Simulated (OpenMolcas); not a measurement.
Computed levels of Ar+

```yaml
Program: OpenMolcas 26.06
Method: "XMS-CASPT2, IPEA 0.25 Eh, imaginary shift 0.1 Eh (closed shells correlated: 2s 2p)"
Basis: ANO-RCC-VTZP [5s4p2d1f]
Scalar_Hamiltonian: DKH2, point nucleus
Active_space: 7 electrons in 8 orbitals (3s 3p 4s 4p)
State_averaging: 2S+1 = 2 odd, 3 roots; 2S+1 = 2 even, 1 root
Spin-orbit_coupling: RASSI with atomic mean-field integrals over the reference wave functions, term energies averaged over their components
```

With spin-orbit coupling, above the lowest level:

| Configuration | Term | J | E (eV) | Measured (eV) | g | Term weight % |
| --- | --- | --- | --- | --- | --- | --- |
| 3s² 3p⁵ | ²P° | 3/2 | 0.0000 | 0.0000 | 1.334 | 100 |
| 3s² 3p⁵ | ²P° | 1/2 | 0.1671 | 0.1775 | 0.666 | 100 |
| 3s 3p⁶ | ²S | 1/2 | 15.740 | 13.4798 | 2.002 | 100 |

Against the 2 measured excited levels shown (NIST Handbook of Basic Atomic Spectroscopic Data) the mean absolute deviation is 9200 cm-1; the largest miss in energy is 3s 3p⁶ ²S_1/2: computed 15.740, measured 13.4798 eV (+16.8 %).

Spin-orbit coupling puts the lowest level 0.0557 eV below the lowest spin-free term.

Term energies are means over components that CASPT2 splits; among the terms shown or strongly mixed into the levels shown the widest spread is 130 cm-1 (3s² 3p⁵ ²P°). Over all roots computed the reference weight is 0.87 to 0.95; the roots of lowest weight are the least certain, and an intruder state may touch them. Active for correlation alone: 4p 4s; no level in the range computed is led by a configuration that fills them, so any true level of that kind is missing. Computed and measured levels are paired by configuration, term and J; levels that our copy of the source lacks, or whose pairing is in doubt (as where it misses far off the trend of its configuration), stay unpaired and out of the deviations. Levels of configurations outside the active space are missing. The first state left out of the spin-orbit step lies near 220000 cm-1 above the lowest spin-free state of the reference (among the parities and spins computed), and the list stops at four fifths of that energy or lower.

The term weight is that of the spin-free term in the level, not the purity of its configuration. ° marks odd parity.
